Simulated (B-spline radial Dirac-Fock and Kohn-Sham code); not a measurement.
**The K (1s) hole of selenium ions: width and yield against charge**

Calculated with a B-spline atomic structure program, using a relativistic independent-particle model: LDA orbitals of the hole state, radiative multipoles to third order, Auger rates from the Coulomb interaction with a continuum orbital, Dirac-Fock energies. Tabulated ground configurations, configuration averages; single configurations, so decays that open only by mixing (as 1s 2s² with 1s 2p² in Be-like ions) are missing and such tiny yields are far too low.

```
 ion      configuration  radiative (eV)  non-radiative (eV)  yield
  Se  [Ar] 3d10 4s2 4p4            1.34               0.900  0.598
 Se⁺  [Ar] 3d10 4s2 4p3            1.34               0.899  0.598
Se²⁺  [Ar] 3d10 4s2 4p2            1.33               0.898  0.598
Se³⁺  [Ar] 3d10 4s2 4p1            1.33               0.896  0.598
Se⁴⁺      [Ar] 3d10 4s2            1.33               0.895  0.598
Se⁵⁺      [Ar] 3d10 4s1            1.33               0.892  0.598
Se⁶⁺          [Ar] 3d10            1.33               0.890  0.599
Se⁷⁺           [Ar] 3d9            1.34               0.895  0.599
```
